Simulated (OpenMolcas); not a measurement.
## Ar3+: from CASSCF to CASPT2

| Property | Result |
| --- | --- |
| Program | OpenMolcas 26.06 |
| Basis | ANO-RCC-VTZP [5s4p2d1f] |
| Scalar Hamiltonian | DKH2, point nucleus |
| Active space | 5 electrons in 8 orbitals (3s 3p 4s 4p) |
| State averaging | 2S+1 = 4 odd, 1 root; 2S+1 = 2 odd, 8 roots; 2S+1 = 4 even, 3 roots; 2S+1 = 2 even, 9 roots |
| Spin-orbit coupling | RASSI with atomic mean-field integrals over the reference wave functions, term energies averaged over their components |

Methods on the same reference wave functions:
A. CASSCF
B. SS-CASPT2, IPEA 0.25 Eh, imaginary shift 0.1 Eh (closed shells correlated: 2s 2p)
C. XMS-CASPT2, IPEA 0.25 Eh, imaginary shift 0.1 Eh (closed shells correlated: 2s 2p)

Energies in cm-1 above 3s2 3p3 4S* 3/2, the measured ground level; measured values from Saloman, J. Phys. Chem. Ref. Data 39, 033101 (2010).

```csv
Level,A,B,C,Measured
3s2 3p3 4S* 3/2,0.0,0.0,0.0,0.0
3s2 3p3 2D* 3/2,25687,22450,22300,21091
3s2 3p3 2D* 5/2,25854,22580,22420,21220
3s2 3p3 2P* 1/2,35736,36190,36120,34855
3s2 3p3 2P* 3/2,35903,36310,36240,35032
3s 3p4 4P 5/2,125841,121820,118220,117563
3s 3p4 4P 3/2,126726,122710,119110,118516
3s 3p4 4P 1/2,127233,123220,119620,119043
3s 3p4 2D 3/2,176055,157230,155460,145921
3s 3p4 2D 5/2,176159,157330,155570,145999
3s 3p4 2S 1/2,201132,190330,190310,177832
3s 3p4 2P 3/2,223471,204260,199730,222956
3s 3p4 2P 1/2,224634,205440,200930,224019
```

Deviations, from unrounded energies. A percentage is the sum of absolute deviations over the sum of measured energies, with the sign that they share, or ± where signs differ.

| Against measurement | Levels | A | B | C |
| --- | --- | --- | --- | --- |
| mean absolute deviation (cm-1) | 12 | 10000 | 7500 | 7100 |
| other terms of the ground configuration (%) | 4 | +9.8 | +4.8 | +4.4 |
| other configurations (%) | 8 | +8.6 | ±6.7 | ±6.3 |

C lies closest to measurement on these levels and A furthest from it. The largest miss of C in the table is 3s 3p4 2P 3/2, by -23000 cm-1. The ranking rests on the paired levels alone, and a cruder setting can come out closer through cancelling errors.

Between B and C the level of the table that moves most is 3s 3p4 2P 3/2, by 4500 cm-1 (lowest in C, highest in B). Moves below CASPT2's spread within the term are not significant.

The mean deviations of B to C differ by less than CASPT2's widest spread within a term (2000 cm-1), so their order carries little weight.

From A to B the spin-free energies of the other terms of 3s2 3p3 shown, above 4S*, scale by factors of 0.87 to 1.01.

The lowest spin-free term lies below A's lowest term by 0.131 hartree in B, 0.131 hartree in C.

CASPT2 breaks the degeneracy within a term, and the mean is taken; among the terms shown or strongly mixed into the levels shown the widest spread is 2000 cm-1 (3s 3p4 2D, C). Over all roots computed the reference weight is 0.87 to 0.97 in B, 0.87 to 0.97 in C; the roots of lowest weight are the least certain, and an intruder state may touch them. Active for correlation alone: 4p 4s; no level in the range computed is led by a configuration that fills them, so any true level of that kind is missing. Terms of s pⁿ other than that of highest spin mix with s² pⁿ⁻² d, which this space lacks; all of them can be thousands of cm-1 off, and some have no real level of that name. Measured partners are found by configuration, term and J. A level has none where our copy of the source lacks it or the pairing is in doubt (some pairs that miss far off the trend of their configuration count as doubtful), and it then counts in no deviation. Only configurations of the active space appear.

* marks odd parity.
